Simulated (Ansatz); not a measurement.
Relaxation of CH8OSSi2 (13 atoms, charge 0, multiplicity 1), to a largest force component of 0.015 eV/Å in at most 40 steps.

All numbers below come from RKS PBE-D4/6-31G* (Ansatz 0.2.0).

```xyz
13
Properties=species:S:1:pos:R:3:forces:R:3
O -2.377 1.298 1.017 -2.11 3.08 0.77
Si -1.338 0.100 0.836 1.57 -0.61 0.77
C -0.106 0.458 -0.476 2.23 0.13 2.07
Si 1.090 -1.017 -0.517 -1.16 0.13 -0.20
S 2.540 -0.701 -2.010 0.65 -0.44 -0.94
H -2.133 2.125 1.524 -0.19 -1.14 -0.63
H -0.651 -0.051 2.158 0.33 -0.29 0.08
H -2.055 -1.112 0.520 -0.65 -0.83 -0.26
H 0.499 1.376 -0.174 -0.55 -0.71 -0.33
H -0.551 0.629 -1.408 -0.81 0.28 -1.93
H 1.703 -1.235 0.801 0.24 -0.03 0.50
H 0.295 -2.247 -0.878 0.25 0.06 -0.07
H 3.104 0.342 -1.377 0.19 0.35 0.17
```

Task: Where does it end, and by what steps?

Result: It converged. The force dipped under the threshold on the way, but the program's further checks kept it going. After 19 steps the energy has fallen by 0.443 eV; H8 moved furthest, 0.51 Å.

```json
{"step": "0", "energy less start (eV)": "0.0000", "largest force component (eV/Å)": "3.085", "accepted": "yes"}
{"step": "1", "energy less start (eV)": "-0.3543", "largest force component (eV/Å)": "1.227", "accepted": "yes"}
{"step": "2", "energy less start (eV)": "-0.4075", "largest force component (eV/Å)": "0.525", "accepted": "yes"}
{"step": "3", "energy less start (eV)": "-0.4232", "largest force component (eV/Å)": "0.247", "accepted": "yes"}
{"step": "4", "energy less start (eV)": "-0.4327", "largest force component (eV/Å)": "0.377", "accepted": "yes"}
{"step": "5", "energy less start (eV)": "-0.3888", "largest force component (eV/Å)": "1.577", "accepted": "no"}
{"step": "6", "energy less start (eV)": "-0.4351", "largest force component (eV/Å)": "0.133", "accepted": "yes"}
{"step": "7", "energy less start (eV)": "-0.4370", "largest force component (eV/Å)": "0.029", "accepted": "yes"}
{"step": "8", "energy less start (eV)": "-0.4376", "largest force component (eV/Å)": "0.011", "accepted": "yes"}
{"step": "9", "energy less start (eV)": "-0.4381", "largest force component (eV/Å)": "0.060", "accepted": "yes"}
{"step": "10", "energy less start (eV)": "-0.4385", "largest force component (eV/Å)": "0.079", "accepted": "yes"}
{"step": "11", "energy less start (eV)": "-0.4392", "largest force component (eV/Å)": "0.085", "accepted": "yes"}
{"step": "12", "energy less start (eV)": "-0.4398", "largest force component (eV/Å)": "0.091", "accepted": "yes"}
{"step": "13", "energy less start (eV)": "-0.4406", "largest force component (eV/Å)": "0.102", "accepted": "yes"}
{"step": "14", "energy less start (eV)": "-0.4413", "largest force component (eV/Å)": "0.100", "accepted": "yes"}
{"step": "15", "energy less start (eV)": "-0.4417", "largest force component (eV/Å)": "0.102", "accepted": "yes"}
{"step": "16", "energy less start (eV)": "-0.4422", "largest force component (eV/Å)": "0.084", "accepted": "yes"}
{"step": "17", "energy less start (eV)": "-0.4423", "largest force component (eV/Å)": "0.049", "accepted": "yes"}
{"step": "18", "energy less start (eV)": "-0.4426", "largest force component (eV/Å)": "0.036", "accepted": "yes"}
{"step": "19", "energy less start (eV)": "-0.4427", "largest force component (eV/Å)": "0.003", "accepted": "yes"}
```

```xyz
13
Properties=species:S:1:pos:R:3
O -2.492 1.404 1.096
Si -1.479 0.092 0.807
C -0.028 0.483 -0.341
Si 1.205 -0.946 -0.399
S 2.486 -0.933 -2.148
H -2.095 2.114 1.635
H -0.920 -0.464 2.092
H -2.360 -0.925 0.157
H 0.506 1.390 0.000
H -0.413 0.686 -1.355
H 2.027 -0.933 0.857
H 0.505 -2.266 -0.508
H 3.076 0.264 -1.878
```

Time of the run: 53 s on 2 threads of Intel(R) Xeon(R) Platinum 8259CL CPU @ 2.50GHz (Skylake/Cascade Lake), on a shared host, peak memory 0.18 GiB.
